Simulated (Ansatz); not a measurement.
```yaml
crystal:
  periodic: [false, false, false]
  atoms:
    - {symbol: F, position_ang: [0.856821, -0.664392, 1.641738]}
    - {symbol: B, position_ang: [0.406273, -0.793564, 0.334661]}
    - {symbol: F, position_ang: [0.236351, -1.891643, -0.099048]}
    - {symbol: B, position_ang: [-0.270626, 0.733984, -0.424015]}
    - {symbol: F, position_ang: [-0.876301, 0.639351, -1.538406]}
    - {symbol: F, position_ang: [-0.358418, 2.037097, 0.039888]}
basis:
  gaussian: {orbitals: 6-31G, nuclear_model: gaussian, point_charges: [{charge: 1.00, position_ang: [3.520, 0.235, -0.068]}]}
hamiltonian: {xc: {name: PBEsol}}
relax: {f_tol: 0.001, max_steps: 2}
```

```sh
$ ansatz run in.yaml --threads 4 --pin off --events-out ev --progress --plain --max-ram 10444MiB
```

It prints (some lines left out):

```
Functional definition: PBEsol
696 factors; their error is unknown
mean field evaluation 1: about -12168.3341 eV, gradient 4.2e1 eV
mean field evaluation 2: about -12159.5289 eV, gradient 8.6e1 eV
mean field evaluation 4: about -12170.8760 eV, gradient 5.0e0 eV
mean field evaluation 8: about -12170.8517 eV, gradient 9.4e-2 eV
mean field evaluation 16: about -12170.8517 eV, gradient 1.1e-5 eV
mean field -12170.85170644 eV, -447.2705505119 hartree, gradient 1.1e-5 eV, S^2 0.000000; 0 other end points of the search recorded, 0 dependent functions left out
reference -12170.85172659 eV, -447.2705512525 hartree; 23, 23 occupied and 31, 31 virtual orbitals, 696 factors
relax step   1: F+E_penalty+E_count = -12170.85170644 eV  Δ(F+E_penalty+E_count) = +0.000e0 eV  max|allowed force component| = 1.072e1 eV/Å  Δτ_max = 0.0000 Å  (25 SCF iters, accepted)
696 factors; their error is unknown
mean field -12171.97269372 eV, -447.3117460349 hartree, gradient 4.8e-5 eV, S^2 0.000000; 0 other end points of the search recorded, 0 dependent functions left out
reference -12171.97271340 eV, -447.3117467580 hartree; 23, 23 occupied and 31, 31 virtual orbitals, 696 factors
relax step   2: F+E_penalty+E_count = -12171.97269372 eV  Δ(F+E_penalty+E_count) = -1.121e0 eV  max|allowed force component| = 2.583e0 eV/Å  Δτ_max = 0.1946 Å  (30 SCF iters, accepted)
Error: geometry relaxation did not converge after 2 steps: max|allowed force component| = 2.58e0 eV/Å (threshold 1.0e-3). Raise `relax.max_steps` over both its present limit and 2, loosen `relax.f_tol`, or start from a geometry closer to equilibrium. Where this run's directory can be resumed (`checkpoint.write`), a resume goes on for up to `relax.max_steps` more
```

In this input the relaxation is allowed too few steps for its threshold. The run did not converge.
